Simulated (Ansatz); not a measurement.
The same isomerisation along the group O, S, Te.

Program: Ansatz. Geometries: PBE0-D4/def2-TZVP. ΔE: electronic, gas phase. CCSD(T)/CBS is the MP2 limit (def2-TZVPP, def2-QZVPP) plus CCSD(T) − MP2 in def2-TZVPP, frozen cores. This one scheme is used for every species. Elements past krypton have def2 core potentials. For Te outer-core shells are correlated without core-valence functions, which leaves a few kJ/mol of doubt a bond. One conformer a species, not always the lowest.

Question: Order these by ΔE at CCSD(T)/CBS, lowest first. (Best estimate.)
A. `C[SiH2]O[SiH3]` → `CO[SiH2][SiH3]`
B. `C[SiH2]S[SiH3]` → `CS[SiH2][SiH3]`
C. `C[SiH2][Te][SiH3]` → `C[Te][SiH2][SiH3]`

Answer: C (+22.8 kcal/mol), B (+28.4 kcal/mol), A (+51.0 kcal/mol).

Largest T1 diagnostic: 0.012, for `CO[SiH2][SiH3]`.
